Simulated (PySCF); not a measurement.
# ORD: `N[SiH2]NC1[C@@H](F)[C@@H]1F`, C$_{3}$H$_{8}$F$_{2}$N$_{2}$Si

Geometry:
```json
{"atom": "N1", "x (Å)": "-2.982", "y (Å)": "0.472", "z (Å)": "-0.163"}
{"atom": "Si2", "x (Å)": "-1.710", "y (Å)": "-0.681", "z (Å)": "-0.050"}
{"atom": "N3", "x (Å)": "-0.327", "y (Å)": "0.325", "z (Å)": "0.221"}
{"atom": "C4", "x (Å)": "0.952", "y (Å)": "-0.225", "z (Å)": "0.439"}
{"atom": "C5", "x (Å)": "2.023", "y (Å)": "-0.251", "z (Å)": "-0.634"}
{"atom": "F6", "x (Å)": "1.753", "y (Å)": "0.343", "z (Å)": "-1.833"}
{"atom": "C7", "x (Å)": "2.159", "y (Å)": "0.660", "z (Å)": "0.552"}
{"atom": "F8", "x (Å)": "3.120", "y (Å)": "0.364", "z (Å)": "1.470"}
{"atom": "H9", "x (Å)": "-3.903", "y (Å)": "0.134", "z (Å)": "-0.382"}
{"atom": "H10", "x (Å)": "-3.040", "y (Å)": "1.191", "z (Å)": "0.540"}
{"atom": "H11", "x (Å)": "-1.702", "y (Å)": "-1.603", "z (Å)": "1.094"}
{"atom": "H12", "x (Å)": "-1.744", "y (Å)": "-1.424", "z (Å)": "-1.311"}
{"atom": "H13", "x (Å)": "-0.286", "y (Å)": "1.171", "z (Å)": "-0.327"}
{"atom": "H14", "x (Å)": "0.929", "y (Å)": "-1.097", "z (Å)": "1.080"}
{"atom": "H15", "x (Å)": "2.681", "y (Å)": "-1.100", "z (Å)": "-0.758"}
{"atom": "H16", "x (Å)": "2.072", "y (Å)": "1.731", "z (Å)": "0.409"}
```

Theory: PySCF, TDDFT wB97X-D/def2-SVPD circular dichroism and optical rotation, one conformer, gas phase. Geometry: GFN2-xTB.

The molecule is flexible and this is one conformer; a measurement averages over conformers.

Stereocentres: C5 R, C7 R.

Task: Give the optical rotatory dispersion at 633, 589.3, 546, 436, 405, 365, 355 nm.

Result: [α] in deg dm⁻¹ (g/mL)⁻¹:
```csv
λ (nm),origin-invariant length gauge,modified velocity gauge,length gauge (centre of mass),isotropic polarisability (au)
633,+9.7,+12.4,+12.9,78.2
589.3,+10.0,+13.2,+13.8,78.4
546,+9.8,+13.5,+14.2,78.8
436,+1.3,+7.3,+8.6,80.1
405,-7.4,-0.3,+1.4,80.7
365,-31.2,-22.2,-19.9,81.8
355,-41.2,-31.6,-29.0,82.1
```

Task: And for the mirror image at 589.3 nm?

Result: -10.0 deg dm⁻¹ (g/mL)⁻¹ (origin-invariant length gauge): the same size and the opposite sign.

Task: What is the molar rotation [Φ] = [α]·M/100 of the geometry above at 589.3 nm?

Result: With M = 138.19 g/mol, +13.9 deg cm² dmol⁻¹ (origin-invariant length gauge).

The first excitation lies at 6.29 eV (197 nm) with R = -3.2 × 10⁻⁴⁰ esu² cm² (velocity form).
